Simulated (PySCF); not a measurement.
Orbital picture of NaPb

UHF at R = 2.988 Å; PySCF, scalar-relativistic core potentials, basis sets Na aug-cc-pVDZ, Pb aug-cc-pVDZ-PP with ECP60. State: ⁴Σ⁻ (quartet), unpaired electrons σ ↑, π ↑↑. Only the outer orbitals are listed, counted within each symmetry, core potentials removing the inner ones.

```csv
spin,orbital,occ.,ε (eV),on Na (%),main shells (%)
α,7σ,1,-16.26,6,94 Pb s
α,8σ,1,-6.48,39,"60 Pb p, 33 Na s"
α,4π,1,-5.83,6,94 Pb p
α,4π,1,-5.83,6,94 Pb p
α,9σ,0,-0.48,92,"57 Na s, 35 Na p"
β,7σ,1,-12.13,6,94 Pb s
β,8σ,0,-0.47,98,"68 Na s, 30 Na p"
```

**Question.** Which are the highest filled and the lowest empty level, where do they sit, and how wide is the gap?

**Answer.** Highest filled α 4π at -5.83 eV (in %: 94 Pb p); lowest empty α 9σ at -0.48 eV (in %: 57 Na s, 35 Na p); the gap at UHF is 5.35 eV.

The bond order (Mayer) is 0.84. The ⟨S²⟩ is 3.761 and the charge on Na (Mulliken, basis-dependent) is 0.37. The charge on Na (Löwdin, basis-dependent) is 0.28. The dipole moment (positive dipole means Na(−)Pb(+)) is -7.66 D. The polarisability along the bond is 189.6 bohr³. The polarisability across the bond is 126.6 bohr³.

These are scalar-relativistic numbers at best; spin–orbit coupling would shift them, the dissociation energy most. The state is the lowest determinant that a PBE0 search found; another state may lie lower at other levels.
